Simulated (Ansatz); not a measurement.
`BCB[SiH2]F` → `BCB` + `F[SiH]` at 400 K and 1 bar (silylene formation by 1,1-elimination).

Isolated molecules relaxed with PBE0-D4/def2-TZVP in Ansatz; ΔE leaves out vibrations. CCSD(T)/CBS is the MP2 limit (def2-TZVPP, def2-QZVPP) plus CCSD(T) − MP2 in def2-TZVPP, frozen cores. This one scheme is used for every species. One conformer a species, not always the lowest.

```json
{"species": "`BCB[SiH2]F`", "CCSD(T)/CBS energy (Eh)": "-480.74436", "H − E (kJ/mol)": "245.0", "S (J/(mol·K))": "405.6"}
{"species": "`BCB`", "CCSD(T)/CBS energy (Eh)": "-91.21084", "H − E (kJ/mol)": "201.0", "S (J/(mol·K))": "306.8"}
{"species": "`F[SiH]`", "CCSD(T)/CBS energy (Eh)": "-389.46371", "H − E (kJ/mol)": "36.4", "S (J/(mol·K))": "250.8"}
```

H − E and S are ideal-gas, rigid-rotor, harmonic terms from PBE0-D4/def2-TZVP, for one conformer and one mirror image of each species. 1 Eh = 2625.50 kJ/mol, R = 8.31446 J/(mol·K).

Problem. By hand: ΔE, ΔH, ΔS and ΔG.

Solution. ΔE = (-91.21084) + (-389.46371) − (-480.74436) = 0.06981 Eh = 183.3 kJ/mol. Δ(H − E) = 201.0 + 36.4 − 245.0 = -7.6, so ΔH = 175.7 kJ/mol. ΔS = 306.8 + 250.8 − 405.6 = 152.0 J/(mol·K). ΔG = 175.7 − 400 × (152.0)/1000 = 114.9 kJ/mol.

Problem. By hand: the equilibrium constant, and the temperature at which ΔG would vanish if ΔH and ΔS stayed fixed.

Solution. log₁₀ K = −ΔG/(RT ln 10) = -15.0. ΔG = 0 at ΔH/ΔS = 1156 K.

The number of gas molecules changes by +1, which sets the sign of ΔS. A doubt of 5 kJ/mol in ΔE shifts log₁₀ K by 0.7 here. Other conformers and mirror images would add mixing entropy, several J/(mol·K) or more a flexible species. Modes under 60 cm⁻¹, often nearly free rotors, make the harmonic entropy too high. These are equilibria of isolated gas molecules and say nothing of rates. Largest T1 diagnostic: 0.015 (customary marks: 0.02 for closed shells, 0.045 for open ones).
